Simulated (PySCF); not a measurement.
**Ne(2+): excitation energy**

Ne(2+) [He] 2s2 2p4 (3P) → Ne(2+) [He] 2s2 2p3 3s1 (5S), as a difference of total energies. All numbers are calculated (PySCF 2.14, no relativity, point nucleus, in dyall-acv3z). Correlated levels: valence: 1s2 frozen; virtual orbitals above 40 to 60 times the deepest correlated orbital energy dropped. The calculations carry no spin-orbit coupling.

```csv
method,excitation energy (eV)
UHF,37.290
MP2 (valence),38.179
SCS-MP2 (valence),38.365
CCSD (valence),38.150
CCSD(T) (valence),38.152
```

**Question.** How much does correlation contribute at CCSD(T) (valence)?

**Answer.** 38.152 − (37.290) = 0.862 eV, measured against UHF.

A first-order spin-orbit estimate (lowest level to lowest level, LS coupling) adds 0.038 eV.

The promoted electron is Rydberg-like, and one or two diffuse shells describe it only roughly, which tends to raise the upper state.
